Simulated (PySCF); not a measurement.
# One molecule, a ladder of functionals, a line

Molecule: `C#C[SiH2]C[SiH2]F`, C3H7FSi2.

Geometry (Å), atoms numbered from 1 in this order:
```xyz
13

C     2.868    0.420    0.466
C     1.944   -0.073   -0.154
Si    0.521   -0.793   -1.067
C    -1.018    0.222   -0.696
Si   -1.503    0.352    1.099
F    -1.670   -1.156    1.695
H     3.687    0.853    1.014
H     0.826   -0.758   -2.528
H     0.342   -2.211   -0.642
H    -1.862   -0.204   -1.265
H    -0.852    1.245   -1.081
H    -0.459    1.050    1.898
H    -2.820    1.036    1.248
```

GIAO shieldings (ppm, equivalent atoms averaged) in PySCF 2.14 on the PBE0-D3(BJ)/def2-SVP geometry, basis pcSseg-1, gas phase, non-relativistic:

```tsv
functional	exact exchange (%)	σ(Si5)	σ(Si3)	σ(F6)
BLYP	0	321.0	397.0	380.5
BP86	0	325.9	405.4	383.1
PBE	0	326.4	406.6	382.4
PBE0	25	344.8	419.4	394.4
mPW1PW91	25	344.0	417.5	394.7
BHandHLYP	50	357.7	423.9	401.4
HF	100	397.9	453.4	414.4
```

(1) Fit each shielding as a line in the percentage of exact exchange.

(2) What does the line predict for B3LYP (20 %), and what does the run give?

## Answers

(1) σ(Si5) = 324.7 + 0.72 x (rms 2.2 ppm); σ(Si3) = 403.6 + 0.49 x (rms 3.6 ppm); σ(F6) = 383.6 + 0.33 x (rms 2.2 ppm). The functionals also differ in their semilocal parts, which the line can't hold; Hartree–Fock has no correlation at all.

(2) σ(Si5): 339.1 predicted, 335.3 computed; σ(Si3): 413.4 predicted, 407.6 computed; σ(F6): 390.2 predicted, 390.4 computed ppm.
